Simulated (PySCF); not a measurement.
FH₃SiSn, SMILES [F][Sn][SiH3] (connectivity only; charge and spin as stated), neutral, multiplicity 1. Atoms are numbered in the order given.

```xyz
6

Sn     0.3263    -0.5858     0.0000
F     -1.6283    -0.8695     0.0000
Si    -0.0779     2.0898     0.0000
H     -0.8743     2.4750     1.2083
H     -0.8743     2.4750    -1.2083
H      1.1761     2.9100     0.0000
```
Charge 0, spin multiplicity 1.

Geometry: B3LYP-D3(BJ)/def2-SVP. The def2 effective core potentials stand for the cores of Sn; spin–orbit coupling is left out.

Level of theory: B3LYP-D3(BJ)/def2-SVP run with PySCF.

Frequencies are harmonic and unscaled.

| mode | ν (cm⁻¹) | IR (km/mol) | moving atoms (share of kinetic energy) |
|---|---|---|---|
| 1 | 72 | 0.0 | H 91 % |
| 2 | 96 | 4.6 | F 64 %, Si 17 %, H 11 % |
| 3 | 262 | 22.8 | Si 68 %, Sn 23 %, H 9 % |
| 4 | 328 | 18.7 | H 92 % |
| 5 | 420 | 13.7 | H 84 %, Si 12 % |
| 6 | 590 | 64.3 | F 86 %, Sn 13 % |
| 7 | 847 | 313.6 | H 91 %, Si 9 % |
| 8 | 933 | 37.0 | H 97 % |
| 9 | 944 | 38.6 | H 97 % |
| 10 | 2170 | 94.2 | H 99 % |
| 11 | 2185 | 114.6 | H 96 % |
| 12 | 2188 | 105.5 | H 96 % |
